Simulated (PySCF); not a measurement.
CH7ClN2Si, SMILES NC[Si@@H](N)Cl. Atoms are numbered in the order given.

```xyz
12

N     -2.2283    -1.2344     0.7420
C     -1.5226    -0.3379    -0.1839
Si     0.2223     0.0970     0.3833
N      1.1105    -1.3740     0.5586
Cl     1.0606     1.4443    -1.0022
H     -2.3911    -0.7643     1.6334
H     -1.6379    -2.0388     0.9594
H     -2.1128     0.5820    -0.3332
H     -1.4704    -0.8061    -1.1842
H      0.2455     0.7621     1.7123
H      1.9482    -1.3823     1.1341
H      1.2368    -1.9766    -0.2511
```

Geometry: B3LYP-D3(BJ)/def2-SVP. The structure was generated by enumeration; whether it is a known compound was not checked. Other conformers were not sampled.

The numbers are results of B3LYP/pcSseg-1 in PySCF, not measurements.

GIAO shieldings, no solvent; atoms listed in one row are averaged. δ = σ(ref) − σ: ¹⁵N against NH3 (σ = 265.5 ppm); ¹³C against TMS (σ = 181.3 ppm); ²⁹Si against TMS (σ = 338.7 ppm); ³⁵Cl against HCl (σ = 933.3 ppm); ¹H against TMS (σ = 31.68 ppm), references at their B3LYP-D3(BJ)/def2-TZVP geometries, non-relativistic (without spin–orbit terms, shifts of atoms bonded to Cl or Br come out too high).

### Question
Estimate the chemical shifts. (The exact figures need the calculation; the answer reports its results.)

### Answer

```
nucleus   atoms  count  δ (ppm)
-------  ------  -----  -------
¹⁵N          N4      1     35.0
¹⁵N          N1      1     26.6
¹³C          C2      1     38.4
²⁹Si        Si3      1     -4.3
³⁵Cl        Cl5      1     66.5
¹H          H10      1     4.93
¹H       H8, H9      2     2.61
¹H          H11      1     1.38
¹H          H12      1     0.79
¹H           H7      1     0.69
¹H           H6      1     0.20
```
